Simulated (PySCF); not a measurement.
1-bromo-1,1-dichloroethane (C2H3BrCl2), SMILES CC(Cl)(Cl)Br. Geometry optimised at B3LYP-D3(BJ)/def2-SVP.

Computed equilibrium geometry at B3LYP-D3(BJ)/def2-SVP (PySCF confirms it by a frequency run) as Cartesian coordinates in Å, and its point group:
point group Cs.
```xyz
8

C     -0.6976     1.7858     0.0000
C     -0.4843     0.2855     0.0000
Cl    -1.2224    -0.4436    -1.4628
Cl    -1.2224    -0.4436     1.4628
Br     1.4546    -0.1083     0.0000
H     -0.2408     2.2251    -0.8974
H     -0.2408     2.2251     0.8974
H     -1.7774     1.9941     0.0000
```
